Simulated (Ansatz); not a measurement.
BH7SiSn (`[BH2][SnH2][SiH3]`), 10 atoms. Charge 0, multiplicity 1. Correlated methods include outer-core shells of Sn, which these sets cover unevenly. Sn: def2 effective core potential. All runs use 2 threads of an Arm Neoverse V2 on a shared host. Correlated methods freeze the cores.

Q: Give the basis size and wall time and peak host memory of each of these runs in Ansatz. RHF-CCSD(T)/def2-TZVPP energy; RKS r2SCAN-D4/def2-TZVPP energy and forces; direct RPA on PBE orbitals/def2-TZVPP energy; RKS B2PLYP (frozen core)/def2-TZVPP energy; RKS ωB97M-V/def2-SVP energy; RHF-MP2/def2-QZVPP energy; RKS ωB97M-V/def2-QZVPP energy; RHF-CCSD(T)/def2-SVP energy; RKS PBE0-D4/def2-TZVP frequencies; RKS PBE0-D4/def2-QZVPP energy; RKS PBE0-D4/def2-TZVP relaxation (5 steps); RKS ωB97M-V/def2-TZVPP energy and forces. (An estimate is asked.)

A: The calculation gave: Other jobs shared the machine, so times are rough.

```json
{"level": "RHF-CCSD(T)/def2-SVP", "job": "energy", "functions": "93", "wall time": "4.6 s", "peak host memory (GiB)": "0.35"}
{"level": "RKS r2SCAN-D4/def2-TZVPP", "job": "energy and forces", "functions": "221", "wall time": "5.5 s", "peak host memory (GiB)": "0.27"}
{"level": "direct RPA on PBE orbitals/def2-TZVPP", "job": "energy", "functions": "221", "wall time": "6.5 s", "peak host memory (GiB)": "0.48"}
{"level": "RKS B2PLYP (frozen core)/def2-TZVPP", "job": "energy", "functions": "221", "wall time": "7 s", "peak host memory (GiB)": "0.52"}
{"level": "RKS ωB97M-V/def2-SVP", "job": "energy", "functions": "93", "wall time": "7.5 s", "peak host memory (GiB)": "0.28"}
{"level": "RKS PBE0-D4/def2-QZVPP", "job": "energy", "functions": "419", "wall time": "9.5 s", "peak host memory (GiB)": "1.1"}
{"level": "RKS ωB97M-V/def2-TZVPP", "job": "energy and forces", "functions": "221", "wall time": "15 s", "peak host memory (GiB)": "0.72"}
{"level": "RKS PBE0-D4/def2-TZVP", "job": "relaxation (5 steps)", "functions": "160", "wall time": "20 s", "peak host memory (GiB)": "0.36"}
{"level": "RKS ωB97M-V/def2-QZVPP", "job": "energy", "functions": "419", "wall time": "23 s", "peak host memory (GiB)": "1.4"}
{"level": "RHF-MP2/def2-QZVPP", "job": "energy", "functions": "419", "wall time": "25 s", "peak host memory (GiB)": "2"}
{"level": "RHF-CCSD(T)/def2-TZVPP", "job": "energy", "functions": "221", "wall time": "2 min", "peak host memory (GiB)": "3.5"}
{"level": "RKS PBE0-D4/def2-TZVP", "job": "frequencies", "functions": "160", "wall time": "2.3 min", "peak host memory (GiB)": "0.41"}
```
